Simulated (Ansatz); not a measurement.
Molecule: C$_{6}$H$_{15}$O, charge 1, multiplicity 1. It need not be the lowest isomer of its formula. 
Coordinates optimised at B3LYP-D3(BJ)/def2-TZVP (Ansatz, a first-principles code):
```xyz
22

C      3.8707    -0.0245     0.0831
C      2.5296    -0.7471     0.0033
C      1.3428     0.2133     0.0443
C     -0.0011    -0.5109    -0.0357
C     -1.1855     0.4748     0.0072
C     -2.4649    -0.2935    -0.0745
O     -3.7164     0.6638    -0.0351
H      3.9952     0.6699    -0.7504
H      3.9566     0.5471     1.0097
H      4.6990    -0.7324     0.0518
H      2.4833    -1.3372    -0.9171
H      2.4450    -1.4592     0.8299
H      1.4206     0.9252    -0.7837
H      1.3822     0.8031     0.9658
H     -0.0861    -1.2186     0.7938
H     -0.0477    -1.0963    -0.9583
H     -1.1427     1.0494     0.9368
H     -1.1039     1.1728    -0.8309
H     -2.6727    -0.9427     0.7714
H     -2.6337    -0.8183    -1.0106
H     -3.7397     1.2828    -0.7887
H     -3.7744     1.1722     0.7954
```
Charge +1, spin multiplicity 1.

Total electronic energies in hartree. Cores are frozen in the correlated levels unless marked. Spin-orbit coupling is left out. Non-relativistic. CBS marks a two-point X^-3 extrapolation of the correlation energy; Hartree-Fock from the larger set. The bracket is a focal-point correction in the basis named.

```json
[
 {"level": "RI-HF/cc-pVTZ", "program": "Ansatz", "energy (Eh)": "-310.65375"},
 {"level": "PBE-D3(BJ)/def2-TZVPD", "program": "Ansatz + dftd3", "energy (Eh)": "-312.31460"},
 {"level": "PBE0/def2-QZVPP", "program": "Ansatz", "energy (Eh)": "-312.37058"},
 {"level": "BHLYP-D4/def2-TZVPD", "program": "Ansatz + dftd4", "energy (Eh)": "-312.54484"},
 {"level": "SCS-MP2/STO-3G", "program": "Ansatz", "energy (Eh)": "-307.23305"},
 {"level": "SCS-MP2/cc-pwCVTZ", "program": "Ansatz", "energy (Eh)": "-311.97075"},
 {"level": "CCSD/STO-3G", "program": "Ansatz", "energy (Eh)": "-307.30738"},
 {"level": "CCSD(T)/cc-pVDZ", "program": "Ansatz", "energy (Eh)": "-311.73611"},
 {"level": "RI-MP2/CBS(cc-pVTZ,cc-pVQZ)+[CCSD(T)-MP2]/cc-pVTZ", "program": "Ansatz", "energy (Eh)": "-312.2322"}
]
```

Totals of different functionals don't rank their quality; only differences between species are comparable.
